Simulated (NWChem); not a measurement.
System: C$_{3}$H$_{6}$OSi; SMILES CC#C[SiH2]O

The following NWChem deck was run.

```
start job
memory heap 200 mb stack 900 mb global 1100 mb
geometry units angstroms noautoz
  C      3.098105     0.009777     0.091244
  C      1.642196     0.076671     0.149108
  C      0.426575     0.129241     0.203571
  Si    -1.392759     0.215622     0.277435
  O     -2.117173    -0.720792    -0.896163
  H      3.532135     0.988210    -0.147330
  H      3.515702    -0.318020     1.050933
  H      3.429368    -0.700450    -0.676120
  H     -1.884223    -0.331838     1.561911
  H     -1.784203     1.647403     0.153793
  H     -1.851710    -0.537598    -1.808163
end
basis spherical
  * library def2-svp
end
dft
  xc b3lyp
  iterations 150
  mulliken
end
task dft energy
```

All runs use the structure optimised with B3LYP/6-31G* (spherical d).

### Question
What results follow from this input? (B3LYP/def2-SVP.) Quantities: energy (Ha); highest occupied level (eV); orbital gap (eV); dipole (D).

### Answer
The energy (Ha) is -482.42 and the highest occupied level (eV) comes out as -7.38. The orbital gap (eV) comes out as 7.14 and the dipole (D) is 2.70.
